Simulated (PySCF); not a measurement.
## Ionisation energy of Pt²⁺ by level of theory

Pt²⁺ [Xe] 4f14 5d8 (3F) → Pt³⁺ [Xe] 4f14 5d7 (4F), as a difference of total energies. Calculation: PySCF 2.14, in x2c-TZVPPall; the spin-free X2C one-electron Hamiltonian (Gaussian nucleus). Correlated levels: valence and next inner shell: [Kr] 4d10 4f14 frozen. The calculations carry no spin-orbit coupling.

| method | ionisation energy (eV) |
| --- | --- |
| UHF | 29.160 |
| MP2 (valence and next inner shell) | 30.722 |
| SCS-MP2 (valence and next inner shell) | 30.622 |
| CCSD (valence and next inner shell) | 30.548 |
| CCSD(T) (valence and next inner shell) | 30.624 |

Question: How much does correlation contribute at CCSD(T) (valence and next inner shell)?

Answer: 30.624 − (29.160) = 1.464 eV, measured against UHF.

A first-order spin-orbit estimate (lowest level to lowest level, LS coupling) adds -0.075 eV.

Errors of the correlated levels include the incompleteness of this basis and the frozen core.

For comparison: 29 ± 1.6 eV (theoretical estimate listed by NIST; NIST Atomic Spectra Database, ionization energies).
